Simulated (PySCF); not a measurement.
Does the answer move with the share of exact exchange?

C₂H₄ClGeN.
SMILES with atom numbers: `[N:1]#[C:2][CH2:3][GeH2:4][Cl:5]` (hydrogens: H6, H7 on C3; H8, H9 on Ge4)

Structure used (PBE0-D3(BJ)/def2-SVP), in Å, numbered top down from 1:
```xyz
9
C2H4ClGeN angstrom
N     -0.9808    2.6001   -1.4257
C     -0.7985    1.4598   -1.3384
C     -0.5268    0.0435   -1.2270
Ge     1.4061   -0.3415   -1.2920
Cl     2.0658    0.2248   -3.2616
H     -0.9328   -0.3470   -0.2799
H     -1.0080   -0.5009   -2.0543
H      1.6263   -1.8513   -1.1255
H      2.1704    0.5018   -0.2667
```

PySCF, def2-SVPD basis, density fitting, gas phase, PBE0-D3(BJ)/def2-SVP geometry; singlet excitations by full TDDFT with frozen cores, triplets by Tamm–Dancoff TDDFT and ionisation energies by ΔSCF, from the lowest of the holes tried. One functional is left out:

| functional | exact exchange (%) | HOMO energy (eV) | LUMO energy (eV) | lowest singlet excitation (eV) | lowest triplet excitation (eV) | dipole moment (D) | mean polarisability (au) | vertical ionisation energy (eV) |
| --- | --- | --- | --- | --- | --- | --- | --- | --- |
| LDA | 0 | -7.74 | -1.89 | 5.99 | 5.73 | 4.762 | 74.6 | 11.36 |
| PBE | 0 | -7.60 | -1.66 | 6.07 | 5.77 | 4.629 | 73.6 | 10.40 |
| PBE0 | 25 | -8.89 | -0.78 | 6.80 | 6.04 | 4.771 | 70.8 | 10.82 |
| BHandHLYP | 50 | -10.04 | 0.00 | 7.26 | 5.98 | 4.894 | 69.1 | 11.06 |

Question: Predict the row of B3LYP (20 % exact exchange) by straight lines through the other rows, and check it.

Answer: 
| property | line | computed | computed − line | PBE0 (25 %), for comparison |
| --- | --- | --- | --- | --- |
| HOMO energy (eV) | -8.63 | -8.64 | -0.01 | -8.89 |
| LUMO energy (eV) | -1.04 | -1.06 | -0.02 | -0.78 |
| lowest singlet excitation (eV) | 6.56 | 6.59 | +0.03 | 6.80 |
| lowest triplet excitation (eV) | 5.89 | 6.04 | +0.15 | 6.04 |
| dipole moment (D) | 4.769 | 4.745 | -0.024 | 4.771 |
| mean polarisability (au) | 71.9 | 71.7 | -0.2 | 70.8 |
| vertical ionisation energy (eV) | 10.91 | 10.76 | -0.15 | 10.82 |

Question: Which of these properties follows the share of exact exchange most closely, and which least?

Answer: Most closely the HOMO energy, least the vertical ionisation energy; the correlations over the tabulated rows are HOMO energy -0.999, LUMO energy 0.992, lowest singlet excitation 0.991, mean polarisability -0.974, dipole moment 0.858, lowest triplet excitation 0.819, vertical ionisation energy 0.180. The HOMO energy moves by -0.475 eV for every 10 %. Functionals with the same share still differ in their other parts: at 0 % LDA and PBE differ by 0.14 eV in it.
